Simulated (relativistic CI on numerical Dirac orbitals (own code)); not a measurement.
Computed by Dirac-Coulomb-Breit CI, KLI orbitals optimised for each configuration, QED by a radiative potential, unscaled Slater integrals (own radial code, finite nucleus).

Configurations in the expansion (outside the closed core [Kr] 4d10): 4f14.5s2.5p6.5d3, 4f14.5s2.5p6.5d2.6s, 4f14.5s2.5p6.5d2.5f, 4f14.5s2.5p5.5d4, 4f14.5s2.5p6.5d2.6p, 4f14.5s2.5p6.5d2.5g, 4f14.5s2.5p6.5d.6s.6p, 4f14.5s2.5p6.5d.5f.6s, 4f14.5s2.5p6.5d2.6d, 4f14.5s.5p6.5d4, 4f14.5s2.5p5.5d3.5f, 4f14.5s2.5p6.5d2.7s, 4f14.5s2.5p6.5d2.7p, 4f14.5s2.5p6.5d2.6f, 4f14.5s2.5p5.5d3.6s, 4f14.5s2.5p5.5d3.5g, 4f14.5s2.5p6.5d2.7d, 4f14.5s2.5p6.5d2.8s, 4f13.5s2.5p6.5d4, 4f14.5s2.5p6.5d.5g.6p, 4f14.5s.5p6.5d3.5f, 4f14.5s2.5p6.5d2.8p, 4f14.5s2.5p6.5d.5f.5g, 4f14.5s2.5p6.5d.6s2, 4f14.5s2.5p6.5f.6s2, 4f14.5s2.5p6.6s2.6p, 4f14.5s2.5p6.5g.6s2, 4f14.5s2.5p6.6s2.6d, 4f14.5s2.5p6.5d.5f2, 4f14.5s2.5p6.5f2.6s, 4f14.5s2.5p6.5f3, 4f14.5s2.5p6.5f2.6p, 4f14.5s2.5p6.5f2.5g, 4f14.5s2.5p6.5f2.6d, 4f14.5s2.5p6.5d.6p2, 4f14.5s2.5p6.6s.6p2, 4f14.5s2.5p6.5f.6p2, 4f14.5s2.5p6.6p3, 4f14.5s2.5p6.5g.6p2, 4f14.5s2.5p6.6p2.6d, 4f14.5s2.5p6.5d.5f.6p, 4f14.5s2.5p6.5f.6s.6p, 4f14.5s2.5p6.5f.5g.6p, 4f14.5s2.5p6.5f.6p.6d, 4f14.5s2.5p6.5d.5g2, 4f14.5s2.5p6.5g2.6s, 4f14.5s2.5p6.5f.5g2, 4f14.5s2.5p6.5g2.6p, 4f14.5s2.5p6.5g3, 4f14.5s2.5p6.5g2.6d, 4f14.5s2.5p6.5d.5g.6s, 4f14.5s2.5p6.5f.5g.6s, 4f14.5s2.5p6.5g.6s.6p, 4f14.5s2.5p6.5g.6s.6d, 4f14.5p6.5d5, 4f14.5p5.5d6, 4f14.5s.5p6.5d2.6s2, 4f14.5s.5p6.5d.5f.6s2, 4f14.5s.5p6.5d.6s2.6p, 4f14.5s.5p6.5d.5g.6s2, 4f14.5s.5p6.5d.6s2.6d. Double excitations out of closed p, d and f shells are left out; levels of such configurations are missing from the list, as are those of other unlisted configurations, and high levels can miss mixing partners. These lack a partner that the ground configuration has and come out too high: 4f14.5s2.5p5.5d3.5f, 4f14.5s2.5p6.5d2.7s, 4f14.5s2.5p6.5d2.7p, 4f14.5s2.5p6.5d2.6f, 4f14.5s2.5p5.5d3.6s.

At this charge energies of transitions that change n are usually good to better than 1 %, and those within a shell (Δn = 0) to a few per cent. Terms inside the open d or f shell come out 10 to 20 % too wide with unscaled integrals. Levels and lines within the n = 5 or 6 shells can be off by up to 10 % or somewhat more, and those that change n by about 2 %, since core polarisation is missing.

Outline of the computed level scheme of Hg X. Lowest level of each configuration: 4f14.5s2.5p6.5d3 4F_3/2 at 0.0000 eV; 4f14.5s2.5p6.5d2.6s 4F_3/2 at 34.6175 eV; 4f14.5s2.5p6.5d2.6p 4G°_5/2 at 47.9431 eV.

Some strong electric-dipole decays among the lowest 45 levels: 4f14.5s2.5p6.5d2.6p 4F°_3/2 → 4f14.5s2.5p6.5d3 4F_3/2 (2.9e+10 s⁻¹); 4f14.5s2.5p6.5d2.6p 4D°_1/2 → 4f14.5s2.5p6.5d3 4F_3/2 (2.6e+10 s⁻¹); 4f14.5s2.5p6.5d2.6p 2S°_1/2 → 4f14.5s2.5p6.5d3 4P_3/2 (1.7e+10 s⁻¹); 4f14.5s2.5p6.5d2.6p 4F°_5/2 → 4f14.5s2.5p6.5d3 4F_5/2 (1.5e+10 s⁻¹); 4f14.5s2.5p6.5d2.6p 2G°_9/2 → 4f14.5s2.5p6.5d3 2G_9/2 (1.4e+10 s⁻¹); 4f14.5s2.5p6.5d2.6p 4D°_7/2 → 4f14.5s2.5p6.5d3 4F_7/2 (1.4e+10 s⁻¹); 4f14.5s2.5p6.5d2.6p 4D°_5/2 → 4f14.5s2.5p6.5d3 4F_7/2 (1.2e+10 s⁻¹); 4f14.5s2.5p6.5d2.6p 4D°_7/2 → 4f14.5s2.5p6.5d3 2G_9/2 (1.1e+10 s⁻¹).

LS names give the leading component of a level, which can be under half, so a name can repeat, a term be missing and a line seem to break the LS rules.
